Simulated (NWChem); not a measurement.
System: C$_{3}$H$_{6}$OSi; SMILES O=C1CC[SiH2]1

Excerpt of the output:

```
             Northwest Computational Chemistry Package (NWChem) 7.3.0
             --------------------------------------------------------

 C1  symmetry detected

                             Geometry "geometry" -> ""
                             -------------------------

 Output coordinates in angstroms (scale by  1.889725989 to convert to a.u.)

  No.       Tag          Charge          X              Y              Z
 ---- ---------------- ---------- -------------- -------------- --------------
    1 O                    8.0000     0.41563675    -2.09071515     0.05516327
    2 C                    6.0000     0.10632721    -0.92854950    -0.01482980
    3 C                    6.0000    -1.31438541    -0.30418367    -0.08690180
    4 C                    6.0000    -0.96821790     1.20830520     0.10459997
    5 Si                  14.0000     0.91364648     0.86584105    -0.02105745
    6 H                    1.0000    -1.74902858    -0.51563556    -1.07352092
    7 H                    1.0000    -1.99081930    -0.72983391     0.66484748
    8 H                    1.0000    -1.27350337     1.58152334     1.08685970
    9 H                    1.0000    -1.40327109     1.86291650    -0.65441205
   10 H                    1.0000     1.78989513     1.28205848     1.11097484
   11 H                    1.0000     1.56823903     1.26948551    -1.29846110

 Effective nuclear repulsion energy (a.u.)     212.3330193775

  pbe96 is a nonlocal functional; adding pw91lda local functional.

                                 NWChem DFT Module
                                 -----------------

 Summary of "ao basis" -> "ao basis" (spherical)
 ------------------------------------------------------------------------------
       Tag                 Description            Shells   Functions and Types
 ---------------- ------------------------------  ------  ---------------------
 O                          def2-svp                 6       14   3s2p1d
 C                          def2-svp                 6       14   3s2p1d
 Si                         def2-svp                 8       18   4s3p1d
 H                          def2-svp                 3        5   2s1p

            General Information
            -------------------
          SCF calculation type: DFT
          Wavefunction type:  closed shell.
          No. of atoms     :    11
          No. of electrons :    46
           Alpha electrons :    23
            Beta electrons :    23
          Charge           :     0
          Spin multiplicity:     1
          Use of symmetry is: off; symmetry adaption is: off
          Maximum number of iterations: 150
          AO basis - number of functions:   104
                     number of shells:    50
          Convergence on energy requested:  1.00D-06
          Convergence on density requested:  1.00D-05
          Convergence on gradient requested:  5.00D-04

              XC Information
              --------------
          PerdewBurkeErnzerhof Exchange Functional  1.000
            Perdew 1991 LDA Correlation Functional  1.000 local
           PerdewBurkeErnz. Correlation Functional  1.000 non-local

             Grid Information
             ----------------
          Grid used for XC integration:  medium
          Radial quadrature: Mura-Knowles
          Angular quadrature: Lebedev.
          Tag              B.-S. Rad. Rad. Pts. Rad. Cut. Ang. Pts.
          ---              ---------- --------- --------- ---------
          O                   0.60       49          11.0       434
          C                   0.70       49          10.0       434
          Si                  1.10       88          10.0       590
          H                   0.35       45          11.0       434
          Grid pruning is: on
          Number of quadrature shells:   554
          Spatial weights used:  Erf1

      Superposition of Atomic Density Guess
      -------------------------------------

 Sum of atomic energies:        -479.29980384

      Non-variational initial energy
      ------------------------------

 Total energy =    -481.949876
 1-e energy   =   -1079.599777
 2-e energy   =     385.316882
 HOMO         =      -0.259565
 LUMO         =      -0.051406

     ---------------------------------------------
      Total Density - Mulliken Population Analysis
     ---------------------------------------------

    Atom       Charge   Shell Charges
 -----------   ------   -------------------------------------------------------
    1 O    8     8.68   1.99  1.14  0.67  3.05  1.82  0.01
    2 C    6     5.59   1.99  0.97  0.38  1.52  0.65  0.08
    3 C    6     6.18   1.99  0.98  0.18  1.99  1.01  0.03
    4 C    6     6.49   1.99  0.97  0.29  2.06  1.16  0.02
    5 Si  14    13.43   2.00  1.99  1.02  0.26  5.94  1.09  0.98  0.15
    6 H    1     0.87   0.65  0.19  0.02
    7 H    1     0.88   0.66  0.20  0.02
    8 H    1     0.88   0.67  0.18  0.03
    9 H    1     0.88   0.67  0.19  0.03
   10 H    1     1.06   0.69  0.36  0.01
   11 H    1     1.06   0.69  0.36  0.01

   convergence    iter        energy       DeltaE   RMS-Dens  Diis-err
 ---------------- ----- ----------------- --------- --------- ---------
 d= 0,ls=0.0,diis     1   -481.8694750570 -6.94D+02  3.10D-02  9.45D-01
 d= 0,ls=0.0,diis     2   -480.9702309317  8.99D-01  2.59D-02  9.12D+00
 d= 0,ls=0.0,diis     3   -481.9807428786 -1.01D+00  4.47D-03  5.38D-02
 d= 0,ls=0.0,diis     4   -481.9814202774 -6.77D-04  2.49D-03  4.03D-02
 d= 0,ls=0.0,diis     5   -481.9867606972 -5.34D-03  3.69D-04  1.14D-03
  Resetting Diis
 d= 0,ls=0.0,diis     6   -481.9869360289 -1.75D-04  8.78D-05  4.84D-05
 d= 0,ls=0.0,diis     7   -481.9869412632 -5.23D-06  9.22D-05  9.45D-06
 d= 0,ls=0.0,diis     8   -481.9869378347  3.43D-06  5.91D-05  3.32D-05
 d= 0,ls=0.0,diis     9   -481.9869427073 -4.87D-06  8.09D-06  9.50D-07
 d= 0,ls=0.0,diis    10   -481.9869427936 -8.64D-08  2.46D-06  1.08D-07

[...]
```

Level: PBE/def2-SVP. Coordinates come from a B3LYP/6-31G* (spherical d) optimisation.

Problem. Write an input that gives this output.

Solution. One answer among several that fit: the input that was run:
```
start job
memory heap 200 mb stack 900 mb global 1100 mb
geometry units angstroms noautoz
  O      0.434283    -2.086351     0.049975
  C      0.113275    -0.927416    -0.020905
  C     -1.313587    -0.317589    -0.095920
  C     -0.983241     1.198394     0.095899
  Si     0.902262     0.875114    -0.025976
  H     -1.744108    -0.533680    -1.083341
  H     -1.987123    -0.749951     0.654600
  H     -1.294250     1.568695     1.077467
  H     -1.423453     1.848367    -0.664124
  H      1.771990     1.300496     1.107677
  H      1.555217     1.285133    -1.302187
end
basis spherical
  * library def2-svp
end
dft
  xc xpbe96 cpbe96
  iterations 150
  mulliken
end
task dft energy
```
